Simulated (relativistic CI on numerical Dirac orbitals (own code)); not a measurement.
**Radial parameters of Hg2+**

Method of calculation: Dirac-Coulomb-Breit CI, KLI orbitals optimised for each configuration, QED by a radiative potential, valence Slater integrals scaled by 0.85, P86 correlation energy added to each configuration (own radial code, finite nucleus).

Slater integrals F^k, G^k are unscaled and averaged over j, outside the closed core [Xe] 4f14; ζ comes from projecting the Hamiltonian with its Breit term on Σ l·s of the shell.

- 5d⁹6s: ζ(5d) = 5850.8, G^2(5d,6s) = 23026 cm⁻¹; <r>(5d) = 1.411, <r^2>(5d) = 2.318, <r>(6s) = 2.332, <r^2>(6s) = 6.11 (bohr units).
- 5d⁹6p: ζ(5d) = 6001.6, F^2(5d,6p) = 26236, G^1(5d,6p) = 11536, G^3(5d,6p) = 9394.8, ζ(6p) = 8446.1 cm⁻¹; <r>(5d) = 1.401, <r^2>(5d) = 2.281, <r>(6p) = 2.988, <r^2>(6p) = 10.08 (bohr units).
- 5d⁸6s²: F^2(5d,5d) = 74766, F^4(5d,5d) = 49755, ζ(5d) = 6154.2 cm⁻¹; <r>(5d) = 1.386, <r^2>(5d) = 2.227 (bohr units).

**Question.** Give the Racah parameters of the d shell in 5d⁸6s².

**Answer.** B = F²/49 − 5F⁴/441 = 962 cm⁻¹ and C = 35F⁴/441 = 3949 cm⁻¹; values fitted to spectra at such low charge are typically 15 to 30 % smaller.

In this model ζ of a weakly bound d, f or g electron outside closed shells comes out too small, for d by up to a factor of two or three and at times with the wrong sign; that of an outer p electron is too small as well.

For a near-neutral ion this model can misplace configurations by up to about 10,000 cm⁻¹ (more where the count of f electrons changes) and terms by 10 to 25 % of their spread. Rates follow the energies as ν³ (E1, M1) or ν⁵ (E2), so they and the lifetimes can be off by large factors. The fine structure of a lone outer electron comes out too small, for d and f at times inverted, and misplaced configurations move strength between like terms. 22 of the 62 excited levels that our extract of the measured tables holds in this range could be paired (the sources list more); they are missed by 5744 cm⁻¹ on average and 13208 at most, and levels without a partner can miss by more.

Averages of the first 10 configurations, taken without configuration mixing, which lowers the lowest level and can move excited configurations by several eV; other configurations of the list can lie among them:

```csv
Configuration,Parity,States,Average energy above the lowest level (eV)
5d¹⁰,even,1,0.2
5d⁹6s,even,20,7.0
5d⁹6p,odd,60,15.5
5d⁸6s²,even,45,16.0
5d⁹5f,odd,140,27.0
5d⁹7s,even,20,22.8
5d⁹6d,even,100,23.6
5d⁸6s6p,odd,540,24.0
5d⁹7p,odd,60,25.4
5d⁸5f²,even,4095,60.3
```
